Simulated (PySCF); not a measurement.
Ti(NH2)3(Me) (CH₉N₃Ti), SMILES [CH3][Ti]([NH2])([NH2])[NH2], multiplicity 1.

Geometry optimised at PBE-D3(BJ)/def2-SVP. The multiplicity is an assumed one; other spin states were not compared. One conformer was computed; it need not be the lowest.

Calculation: PBE-D3(BJ)/def2-SVP in PySCF 2.14.0.

Frequencies are harmonic and unscaled.

Modes within 1.5 cm⁻¹ of each other (mostly degenerate sets) share a row, with their intensities summed.

| mode | ν (cm⁻¹) | IR (km/mol) | moving atoms (share of kinetic energy) |
|---|---|---|---|
| 1 | 128 | 4.2 | H 58 %, N 24 %, Ti 14 % |
| 2 | 142 | 0.9 | H 76 %, N 14 % |
| 3–4 | 146 | 0.9 | H 36 %, N 33 %, C 26 % |
| 5–6 | 159 | 1.4 | N 52 %, H 33 %, Ti 14 % |
| 7–8 | 249 | 17.5 | H 95 % |
| 9 | 307 | 56.0 | H 95 % |
| 10–11 | 370 | 116.1 | H 80 %, N 19 % |
| 12 | 390 | 156.6 | H 80 %, N 20 % |
| 13 | 418 | 49.0 | H 68 %, N 19 %, C 12 % |
| 14–15 | 461 | 21.7 | H 74 %, N 23 % |
| 16–17 | 500 | 5.8 | H 74 %, C 14 %, N 11 % |
| 18 | 527 | 104.0 | C 43 %, H 24 %, Ti 19 %, N 14 % |
| 19 | 664 | 84.6 | N 69 %, H 16 %, Ti 15 % |
| 20–21 | 727 | 334.3 | N 48 %, Ti 37 %, H 15 % |
| 22 | 1085 | 2.3 | H 78 %, C 22 % |
| 23–24 | 1352 | 5.1 | H 94 % |
| 25–26 | 1431 | 74.3 | H 88 %, N 12 % |
| 27 | 1436 | 1.1 | H 89 %, N 11 % |
| 28 | 2939 | 6.3 | H 97 % |
| 29–30 | 3044 | 34.8 | H 91 %, C 9 % |
| 31–32 | 3443 | 97.4 | H 96 % |
| 33 | 3445 | 8.2 | H 96 % |
| 34–36 | 3553 | 52.7 | H 92 %, N 8 % |
